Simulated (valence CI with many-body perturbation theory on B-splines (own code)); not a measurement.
Results of a calculation; reference values are marked as such.
Sensitivity of CI+MBPT for Xe XIV

Level of theory: relativistic CI+MBPT: five valence electrons over a frozen Dirac-Fock core [Kr], radial functions for each j: 6 s, 6 p, 5 d, 5 f, 1 g, with the one-electron correlation potential Σ1, the two-electron term Σ2, the three-electron term Σ3, Breit, model QED; selected CI, second order for the rest, scaled by the run's own slope (own B-spline code, finite nucleus).

No measured spectrum was set against this ion. As an estimate, terms of the open shell hold to 2 to 4 % of their energy, and close levels can change places. Among the levels kept, up to 410 cm⁻¹ of a level comes from second order outside the variational space, and about a tenth of that is noise between levels of different J, which matters for small intervals. Only levels of the ground parity were solved; by the run's estimate the other parity begins above the list, which can be wrong where configurations are misplaced.

The reference run has the lowest level 4d5 6S_5/2 and an ionisation energy of 314.626 eV. Its largest variational space holds 9993 state functions.

Names give the largest LS component (configuration and term), which can be under half, so a name can repeat, a term be missing and a line seem to break the LS rules; names also repeat where a configuration has a term twice. Letters in brackets count levels of one name in rising energy.

Changed runs:
A. highest l with Σ1, explicit Σ2 and valence Breit (higher l get mean screening factors) 3 → 0
B. three-electron term on → off
C. factor on the speed of light 1 → 10; QED terms on → off; Davidson tolerance 2e-05 → 0.001
D. start configuration 4d5 → 4s5 (bad on purpose)

Excitation energies of the reference run in cm⁻¹, and shifts in cm⁻¹:

```tsv
Level	Reference	A	B	C
4d5 4G_5/2 [a]	35497	+2485	+2318	+9300
4d5 4G_7/2	43474	+3376	+1945	+1321
4d5 4G_11/2	45231	+3970	+1809	-891
4d5 4D_3/2	45917	+1277	+2472	+7311
4d5 4G_5/2 [b]	46336	+2228	+2061	
4d5 4G_9/2	46854	+3637	+1774	-2058
4d5 4P_1/2	51350	+850	+2699	+1922
4d5 4D_7/2	56158	+2818	+2290	-2391
4d5 4D_5/2	61084	+1582	+2618	-7245
4d5 4D_1/2	63789	+1567	+2704	-10375
4d5 2I_11/2	65156	+5735	+2325	-731
4d5 4P_3/2	66688	+597	+2453	-13232
Ionisation energy (eV)	314.626	+1.137	-0.006	+4.135
```

A blank means that the level has no clear partner in that run.

Run D: It gave no result: a shell was given more electrons than it holds. The program said: "a valence shell holds more than 4l+2 electrons".
